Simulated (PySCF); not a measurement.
## How methods differ on the excitation energy of Tc⁺

Tc⁺ [Kr] 4d5 5s1 (7S) → Tc⁺ [Kr] 4d4 5s1 5p1 (high-spin determinant), as a difference of total energies. Computed with PySCF 2.14 in def2-TZVPPD with the def2 core potential (28 electrons), with a scalar-relativistic core potential. Correlated levels: valence: 4s2 4p6 frozen; valence and next inner shell: nothing frozen outside the core potential. The calculations carry no spin-orbit coupling.

```csv
method,excitation energy (eV)
UHF,8.274
LDA,8.979
PBE,8.931
PBE0,8.905
r2SCAN,8.994
M06,9.365
M06-L,9.254
TPSSh,8.809
B2PLYP,8.800
MP2 (valence),8.812
SCS-MP2 (valence),8.453
MP2 (valence and next inner shell),8.955
SCS-MP2 (valence and next inner shell),8.682
```

Problem. How much does correlation contribute at MP2 (valence and next inner shell)?

Solution. 8.955 − (8.274) = 0.681 eV, measured against UHF.

The determinant of the upper state mixes LS terms, which raises its energy above the lowest term, most at the Hartree-Fock and MP2 levels.
